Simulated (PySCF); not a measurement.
## Electron affinity of Pb by level of theory

Pb- [Xe] 4f14 5d10 6s2 6p3 [6p1/2^2 6p3/2^1, M_J = 3/2] → Pb [Xe] 4f14 5d10 6s2 6p2 [6p1/2^2, M_J = 0], as a difference of total energies. Computed with PySCF 2.14 in x2c-TZVPall-2c with one added diffuse shell each of s, p, d, f type (12s12p10d4f, 126 functions), with the two-component X2C-1e Hamiltonian. Correlated levels: [Kr] 4d10 4f14 frozen; the 26 highest virtual spinors dropped. "Screened" scales the spin-orbit matrix elements by Boettger's factors to mimic the two-electron term; Breit and QED terms are absent.

```csv
method,electron affinity (eV)
GHF (spin-free),0.917
GMP2 (spin-free),1.286
GHF (screened spin-orbit),0.217
GMP2 (screened spin-orbit),0.434
```

Task: How much does correlation contribute at GMP2 (screened spin-orbit)?

Result: 0.434 − (0.217) = 0.217 eV, measured against GHF (screened spin-orbit).

The spin-free rows relax to the high-spin LS determinant and lack the spin-orbit shift.

Errors of the correlated levels include the incompleteness of this basis and the frozen core.

The labels give the starting determinants; with spin-orbit coupling the two ends relaxed to ⟨J²⟩ = 3.79, ⟨L²⟩ = 0.59, ⟨S²⟩ = 3.53 and ⟨J²⟩ = 0.00, ⟨L²⟩ = 1.52, ⟨S²⟩ = 1.52.

For comparison: 0.357 eV (measured; photodetachment measurements, as compiled on the Wikipedia data page of electron affinities).
